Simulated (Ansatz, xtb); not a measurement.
Stretching the Ge1–Br2 bond in BrGeH3 (SMILES [GeH3][Br]) (multiplicity 1 held, fragments rigid). Energies count from the point at 2.332 Å.
Geometry at that point (charge 0, multiplicity 1):
```xyz
5

Ge    -1.1456     0.0468     0.0046
Br     1.1842    -0.0484    -0.0048
H     -1.5399     1.4838    -0.3541
H     -1.6070    -0.3323     1.4163
H     -1.6424    -0.9559    -1.0428
```

R- and RO- levels are restricted; in cc, def2 and unpolarised 6-31G sets they are followed outwards from rest. U- levels take the lowest unrestricted solution at each point, which mixes spins at long bonds. Active spaces are followed from a long bond inwards. Curves can end on different states.

Cores are frozen in the correlated methods. Filled d and f shells under p-block atoms count as core.

Codes used: Ansatz (Gaussian basis) for Hartree–Fock, density functionals and correlated methods; xtb for the GFN methods. Each number belongs to the level named beside it. The GFN methods have no spin term and hold the electronic entropy of 300 K.

Energies in kcal/mol.

| R (Å) | GFN2-xTB | U-HF/cc-pVDZ | R-SCS-MP2/cc-pVDZ | FIC-MRCISD+Q on CASSCF(6,4)/cc-pVDZ |
|---|---|---|---|---|
| 1.865 | 59.1 | 71.4 | 72.1 | 72.8 |
| 2.099 | 4.7 | 12.3 | 12.7 | 13.0 |
| 2.332 | 0.0 | 0.0 | 0.0 | 0.0 |
| 2.565 | 8.6 | 6.7 | 6.3 | 5.9 |
| 2.798 | 21.2 | 20.4 | 19.5 | 18.4 |
| 3.148 | 40.4 | 42.6 | 41.5 | 38.7 |
| 3.498 | 56.0 | 54.1 | 61.1 | 55.5 |
| 4.081 | 71.1 | 60.2 | 85.5 | 71.9 |
| 4.664 | 76.5 | 61.6 | 99.6 | 77.1 |
| 5.363 | 78.5 | 62.0 | 105.6 | 78.4 |
| 6.296 | 79.4 | 62.1 | 101.8 | 78.7 |
| 7.462 | 80.1 | 62.1 | 88.5 | 78.7 |

Doubts at one or more of the structures used: a spin-contaminated determinant (U-HF/cc-pVDZ); a restricted determinant that unrestricted orbitals would lower (R-SCS-MP2/cc-pVDZ); active orbitals that take no part (FIC-MRCISD+Q on CASSCF(6,4)/cc-pVDZ).

Ansatz is a first-principles code.
